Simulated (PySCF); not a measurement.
Hg2F2 at several levels of theory

Computed with PySCF 2.14.0 (density fitting, no spin-orbit coupling) at the geometry relaxed with TPSS:

```xyz
4
Hg2F2 (singlet)
Hg    0.0000    0.0000    1.7805
Hg    0.0000    0.0000   -1.7805
F     1.3843    0.0000    0.0000
F    -1.3843    0.0000    0.0000
```

```tsv
level	basis	state	HOMO (eV)	gap (eV)	charge on Hg1 (e)	dipole about the centre of mass (D)	largest force component (eV/Å)
TPSS	Hg def2-SVP with ECP60, F def2-SVP	singlet	-5.90	0.71	0.38	0.00	0.02
BLYP	the same	singlet	-5.93	0.68	0.36	0.00	0.37
M06-L	the same	singlet	-5.84	0.73	0.45	0.00	0.11
TPSSh	the same	singlet	-6.15	1.17	0.41	0.00	0.12
B3LYP	the same	singlet	-6.57	1.59	0.41	0.00	0.01
TPSS	Hg x2c-SVPall, F x2c-SVPall	singlet	-6.03	0.70	0.30	0.00	0.07
```

Charges are Mulliken's, which hang on the basis. The relaxation used the grid (50, 194), these runs (75, 302) or, all-electron (x2c bases, spin-free X2C Hamiltonian), (99, 590).

Task: What does TPSS with Hg def2-TZVP with ECP60, F def2-TZVP give here?

Result: state singlet, HOMO (eV) -6.03, gap (eV) 0.72, charge on Hg1 (e) 0.50, dipole about the centre of mass (D) 0.00, largest force component (eV/Å) 0.11. Time: 15 s on 2 threads of Arm Neoverse V2, with other jobs on the host, from free ions and atoms.

In the first row's basis the gap widens with exact exchange: 0.7 eV for BLYP, TPSS, M06-L (none); 1.2 to 1.6 eV for TPSSh, B3LYP (a fixed share).

No frequency check is given that shows the relaxed geometry to be a minimum. The gap of the closed shell is small, and it wasn't tested for a lower spin-broken solution at this geometry.

Small gap, closed shell not tested for a spin-broken solution: BLYP, M06-L, TPSSh, B3LYP, TPSS (small-core/TZVP), TPSS (x2c-SVP).
